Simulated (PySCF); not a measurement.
Sn(H)(NH2) (H3NSn), SMILES [NH2][SnH] (connectivity only; charge and spin as stated), neutral, multiplicity 1.

The structure is a stationary point at B3LYP-D3(BJ)/def2-TZVP. The def2 effective core potentials stand for the cores of Sn; spin–orbit coupling is left out.

Vertical ionisation energy (IE) and electron affinity (EA) in eV. Rows of orbital energies are one-electron estimates. Where ΔSCF, EOM or ADC give a negative EA the extra electron is unbound and the value depends on the basis.

```json
[
 {"level": "−ε(HOMO), −ε(LUMO), CAM-B3LYP/def2-TZVPD (PySCF)", "IE": "___", "EA": "___"},
 {"level": "−ε(HOMO), −ε(LUMO), HF/def2-TZVPD (PySCF)", "IE": "8.76", "EA": "-0.55"}
]
```

Q: Complete the blanks. (An estimate is asked for; the answer gives what the named calculation found.)

A: 
- −ε(HOMO), −ε(LUMO), CAM-B3LYP/def2-TZVPD (PySCF), IE: 7.82
- −ε(HOMO), −ε(LUMO), CAM-B3LYP/def2-TZVPD (PySCF), EA: 1.13
